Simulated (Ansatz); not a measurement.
The inner images of a band of C2H7Sb (10 atoms, charge 0, multiplicity 1) are given out of order.

Theory: Ansatz 0.2.0, RKS LDA/def2-SVP.

Initial state:

```xyz
10
Properties=species:S:1:pos:R:3
C -0.835 0.418 -0.573
C -0.065 -0.820 -0.191
Sb 1.620 -0.478 1.150
H -1.682 0.182 -1.257
H -0.188 1.161 -1.089
H -1.261 0.927 0.319
H 0.364 -1.336 -1.078
H -0.705 -1.569 0.326
H 0.684 0.571 2.160
H 2.151 0.893 0.235
```

Final state:

```xyz
10
Properties=species:S:1:pos:R:3
C -0.530 0.388 -1.140
C -0.204 -0.577 -0.027
Sb 1.619 0.007 1.024
H -1.435 0.074 -1.708
H 0.300 0.475 -1.877
H -0.729 1.413 -0.754
H -0.019 -1.604 -0.412
H -1.020 -0.646 0.722
H 1.260 -0.951 2.419
H 0.841 1.370 1.757
```

Q: Put them in order from the first end to the last, with their energies above the first end.
A.
```xyz
10
Properties=species:S:1:pos:R:3
C -0.695 0.418 -0.806
C -0.122 -0.791 -0.110
Sb 1.650 -0.413 1.115
H -1.588 0.148 -1.416
H 0.040 0.886 -1.496
H -1.010 1.204 -0.087
H 0.181 -1.576 -0.836
H -0.856 -1.264 0.578
H 0.723 0.108 2.476
H 1.760 1.230 0.585
```
B.
```xyz
10
Properties=species:S:1:pos:R:3
C -0.760 0.425 -0.687
C -0.086 -0.814 -0.156
Sb 1.633 -0.456 1.138
H -1.644 0.172 -1.316
H -0.071 1.030 -1.315
H -1.116 1.088 0.132
H 0.283 -1.469 -0.976
H -0.776 -1.438 0.454
H 0.664 0.337 2.331
H 1.955 1.074 0.398
```
C.
```xyz
10
Properties=species:S:1:pos:R:3
C -0.627 0.396 -0.918
C -0.167 -0.756 -0.059
Sb 1.656 -0.344 1.085
H -1.521 0.119 -1.522
H 0.158 0.724 -1.634
H -0.899 1.284 -0.308
H 0.067 -1.653 -0.672
H -0.939 -1.061 0.678
H 0.814 -0.114 2.576
H 1.541 1.354 0.777
```
D.
```xyz
10
Properties=species:S:1:pos:R:3
C -0.560 0.360 -1.024
C -0.212 -0.702 -0.010
Sb 1.644 -0.258 1.065
H -1.453 0.074 -1.624
H 0.266 0.546 -1.745
H -0.785 1.333 -0.536
H -0.047 -1.688 -0.495
H -1.013 -0.837 0.745
H 0.908 -0.322 2.628
H 1.335 1.442 1.001
```
E.
```xyz
10
Properties=species:S:1:pos:R:3
C -0.494 0.313 -1.125
C -0.251 -0.629 0.029
Sb 1.613 -0.152 1.067
H -1.392 0.020 -1.713
H 0.362 0.341 -1.836
H -0.657 1.355 -0.773
H -0.146 -1.680 -0.316
H -1.074 -0.603 0.772
H 0.985 -0.516 2.637
H 1.139 1.500 1.260
```

A: B (+0.4 kcal/mol), A (+1.1 kcal/mol), C (+1.5 kcal/mol), D (+1.3 kcal/mol), E (+0.9 kcal/mol).

Time of the run: 45 s on 1 thread of Arm Neoverse V2, on a shared host, peak memory 0.12 GiB.
